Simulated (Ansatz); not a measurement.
Consider the ligand exchange at a Ge–F bond: `C[O][Ge][F]` + CH₃SH → `C[O][Ge][S]C` + H–F.

Computed with Ansatz on PBE0-D4/def2-TZVP structures; ΔE is electronic, products minus reactants. CBS: MP2 limit from def2 TZ/QZ plus the TZ coupled-cluster correction, frozen cores. This one scheme is used for every species. Functionals use def2-TZVPP. For Ge outer-core shells are correlated without core-valence functions, which leaves a few kJ/mol of doubt a bond. Scalar relativity is left out up to krypton. Each species was taken in one conformer, which may not be the lowest.

CCSD(T)/CBS gives +27.8 kJ/mol.

Task: Another level gave +32.3 kJ/mol. Which?
A. LC-ωPBE/def2-TZVPP
B. PBE-D4/def2-TZVPP
C. r2SCAN-D4/def2-TZVPP
D. B97M-V/def2-TZVPP

Result: C. r2SCAN-D4 32.3, LC-ωPBE 49.0, PBE-D4 24.8, B97M-V 41.5 kJ/mol.

Largest T1 diagnostic among the species: 0.015.

Leaving LDA and LC-ωPBE aside and taking each functional with its dispersion term where it has one, the values, not all of them listed here, spread over 24.9 kJ/mol, from revPBE-D4 to CAM-B3LYP-D4. LDA lies −9.5 kJ/mol from PBE without D4. In def2-TZVPP, CCSD(T) changes the Hartree–Fock value by −27.5 kJ/mol (the triples alone add −5.7 kJ/mol) and MP2 by −33.1 kJ/mol. The D4 term adds −11.7 kJ/mol with B3LYP and −6.5 kJ/mol with PBE0; it sums over pairs of atoms, weighted by their polarisabilities, and B3LYP, whose exchange is more repulsive, gets the larger term.

B3LYP here is the variant with VWN-RPA as its local correlation; programs differ in this.
